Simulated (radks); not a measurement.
The numbers below are computed, except where a source is named.
The indium ion In+, 48 electrons, occupied as [Kr] 4d10 5s2. Level of theory: scalar-relativistic Kohn-Sham, PBE, spin-unpolarised, spherical densities, finite nucleus; Fermi nuclear charge, rms radius 4.6156 fm (a radial shooting solver on a logarithmic mesh with Libxc functionals).

Normalised radial functions P(r) = r R(r), r in bohr:

| r | 3s | 3d | 4s |
|---|---|---|---|
| 0.002093 | 0.2210 | 0.0000 | 0.0981 |
| 0.003198 | 0.3096 | 0.0001 | 0.1374 |
| 0.004926 | 0.4217 | 0.0004 | 0.1871 |
| 0.007527 | 0.5408 | 0.0015 | 0.2398 |
| 0.01159 | 0.6330 | 0.0048 | 0.2803 |
| 0.01772 | 0.6174 | 0.0151 | 0.2725 |
| 0.02729 | 0.3763 | 0.0466 | 0.1636 |
| 0.0417 | -0.1591 | 0.1313 | -0.0761 |
| 0.06372 | -0.8312 | 0.3343 | -0.3716 |
| 0.09815 | -1.0440 | 0.7439 | -0.4424 |
| 0.15 | -0.1252 | 1.3203 | 0.0123 |
| 0.231 | 1.4395 | 1.7630 | 0.6564 |
| 0.353 | 1.8626 | 1.5826 | 0.4018 |
| 0.5438 | 0.8998 | 0.8271 | -0.7916 |
| 0.8309 | 0.1574 | 0.2135 | -1.2524 |
| 1.27 | 0.0072 | 0.0204 | -0.6273 |
| 1.956 | 0.0000 | 0.0004 | -0.1129 |
| 2.989 | 0.0000 | 0.0000 | -0.0062 |
| 4.603 | 0.0000 | 0.0000 | -0.0001 |
| 7.034 | 0.0000 | 0.0000 | 0.0000 |

3s: eigenvalue -796.00 eV, 2 radial nodes at r = 0.0375, 0.155 bohr, <r> = 0.349 bohr, 90 % of the charge inside 0.513 bohr. 3d: eigenvalue -440.18 eV, 0 radial nodes, <r> = 0.324 bohr, 90 % of the charge inside 0.512 bohr. 4s: eigenvalue -127.12 eV, 3 radial nodes at r = 0.0372, 0.149, 0.414 bohr, <r> = 0.848 bohr, 90 % of the charge inside 1.23 bohr.
